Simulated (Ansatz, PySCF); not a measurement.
The pair A = C2H2 (SMILES C#C) (first 4 atoms), B = CH2O (SMILES C=O); geometry from B3LYP-D3(BJ)/def2-TZVP.
(charge 0, multiplicity 1):
```xyz
8

C      0.449     0.047    -0.638
C     -0.230    -0.023     0.347
H      1.042     0.109    -1.517
H     -0.820    -0.085     1.235
C      0.320     0.055     3.728
O     -0.847    -0.078     3.475
H      1.083     0.137     2.933
H      0.685     0.101     4.771
```

Correlated levels freeze the cores. CBS(a, b) extrapolates the correlation energy as X⁻³ and adds the Hartree–Fock energy of set b. MP2 and its Hartree–Fock in aug-cc-pVTZ are density fitted.

Programs: Ansatz (Gaussian basis) for Hartree–Fock, density functionals and correlated methods; PySCF for the dispersion terms. Values without a source in brackets are computed.

The monomers are drawn apart, rigid, along the line of their centres of mass. Counterpoise-corrected interaction energies (kcal/mol):

```tsv
level	R = 4.661 Å	R = 5.557 Å
PBE/def2-TZVPPD	-1.2923	-0.5106
PBE-D3(BJ)/def2-TZVPPD	-1.6547	-0.6436
wB97M-V/def2-TZVPPD	-1.5043	-0.6255
MP2/CBS(aug-cc-pVDZ, aug-cc-pVTZ) + ΔCCSD(T)/aug-cc-pVDZ	-1.5161	-0.6114
```

Q: R is the distance of the centres of mass. Find the local exponent m of E ∝ R⁻ᵐ between the two points.

A: 
m = ln(E₁/E₂)/ln(R₂/R₁): PBE/def2-TZVPPD 5.3; PBE-D3(BJ)/def2-TZVPPD 5.4; wB97M-V/def2-TZVPPD 5.0; MP2/CBS(aug-cc-pVDZ, aug-cc-pVTZ) + ΔCCSD(T)/aug-cc-pVDZ 5.2. For scale, two fixed dipoles give m = 3, dipole and quadrupole 4, quadrupoles 5, and dispersion or dipole-induced dipole 6 at long range; at these distances several terms mix, and what is left of overlap and damping shifts m, so it need not match one of them.

Ansatz is an electronic-structure program.
